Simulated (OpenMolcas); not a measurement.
# Si+: thermal populations, the spin-orbit constant, worked from levels

```
Program             : OpenMolcas 26.06
Basis               : ANO-RCC [8s7p5d4f2g]
Scalar Hamiltonian  : DKH2, point nucleus
Active space        : 3 electrons in 9 orbitals (RAS2 3s 3p; RAS3 3d, at most 2 electrons)
State averaging     : 2S+1 = 4 odd, 1 root; 2S+1 = 2 odd, 8 roots; 2S+1 = 4 even, 3 roots; 2S+1 = 2 even, 9 roots
Spin-orbit coupling : RASSI with atomic mean-field integrals over the reference wave functions, term energies averaged over their components
```

Methods: RASSCF; SS-RASPT2, IPEA 0.25 Eh, imaginary shift 0.1 Eh (closed shells correlated: 2s 2p). Measured levels: NIST Handbook of Basic Atomic Spectroscopic Data.

**Thermal populations.** Z = Σ (2J + 1) exp(-E/kT) with k = 0.695035 cm-1/K, over the levels below. No other level of either list lies under 65500 cm-1, which is above 7 kT at each temperature.

```
         Level  2J + 1  SS-RASPT2  measured
3s² 3p ²P°_1/2       2        0.0       0.0
3s² 3p ²P°_3/2       4        256       287
 3s 3p² ⁴P_1/2       2      42511     42824
 3s 3p² ⁴P_3/2       4      42600     42933
 3s 3p² ⁴P_5/2       6      42748     43108
 3s 3p² ²D_3/2       4      55138     55309
 3s 3p² ²D_5/2       6      55146     55325
```

```tsv
T (K)	Z, SS-RASPT2	Z, measured levels	Ground level (%), SS-RASPT2	Ground level (%), measured levels
5000	5.716	5.683	35.0	35.2
8000	5.826	5.805	34.3	34.5
12000	5.965	5.947	33.5	33.6
```

At 12000 K, kT = 8340 cm-1, and the computed levels give Z = 2.000 + 3.879 + 0.012 + 0.024 + 0.036 + 0.005 + 0.008 = 5.965.

**The spin-orbit constant.** For the Hund term ²P° of p1, E(J) = (A/2) J(J+1) + constant and ζ = 2S·A = A. From J = 1/2 to J = 3/2 the energy changes by 1.5 A.

```
   Source  E(3/2) - E(1/2)      A    ζ
   RASSCF            256.4  170.9  171
SS-RASPT2            256.4  170.9  171
 measured            287.2  191.5  191
```

All in cm-1. SS-RASPT2 is off by -10.7 % and RASSCF by -10.7 %. Both methods take the spin-orbit matrix elements from the reference wave functions, so the second can move ζ only through the term energies and any multistate remixing.

The run also gave levels led by 3s 3p 3d, which use shells meant for correlation; these and all levels above them are left out. Some terms mix strongly with configurations of 3d, whose occupation reaches 0.27 (3s 3p² ²D). Without dynamic correlation excited terms often stand tens of per cent too high (terms of higher spin than the ground term too low), and those without a measured partner can miss by more than the paired ones (holds for RASSCF). Measured partners are found by configuration, term and J. A level has none where our copy of the source lacks it or the pairing is in doubt (some pairs that miss far off the trend of their configuration count as doubtful), and it then counts in no deviation. Only configurations of the active space appear.

° marks odd parity.
